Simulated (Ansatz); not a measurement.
`[CH]=[CH][GeH2][OH]` radical at its PBE0-D4/def2-TZVP geometry, where that method's forces vanish. Charge 0, multiplicity 2.

| atom | x (Å) | y (Å) | z (Å) |
| --- | --- | --- | --- |
| C1 | 1.139 | -0.908 | -1.298 |
| C2 | 0.499 | -0.884 | -0.167 |
| Ge3 | -0.910 | 0.424 | 0.162 |
| O4 | -0.446 | 1.452 | 1.544 |
| H5 | 1.929 | -1.456 | -1.793 |
| H6 | 0.736 | -1.587 | 0.639 |
| H7 | -2.205 | -0.247 | 0.638 |
| H8 | -1.109 | 1.274 | -1.105 |
| H9 | 0.368 | 1.933 | 1.381 |

Task: For each bond, give half the difference of the two atoms' forces along it (eV/Å; positive pushes the atoms apart) under PBE-D4, r2SCAN-D4, B3LYP-D4, ωB97M-V in def2-TZVPP. (Estimate.)

Result: Ansatz gave: 
```csv
bond,length (Å),PBE-D4,r2SCAN-D4,B3LYP-D4,ωB97M-V
C1–C2,1.299,0.15,0.16,-0.07,-0.06
C1–H5,1.082,0.06,-0.09,-0.06,-0.04
C2–Ge3,1.950,0.00,-0.03,0.17,0.07
C2–H6,1.096,0.09,-0.02,-0.06,-0.04
Ge3–O4,1.784,0.37,0.08,0.25,0.11
Ge3–H7,1.534,0.04,-0.05,-0.08,-0.12
Ge3–H8,1.539,-0.01,-0.06,-0.07,-0.11
O4–H9,0.960,0.38,0.05,-0.03,-0.06
```

B3LYP here is the variant with VWN-RPA as its local correlation; programs differ in this.
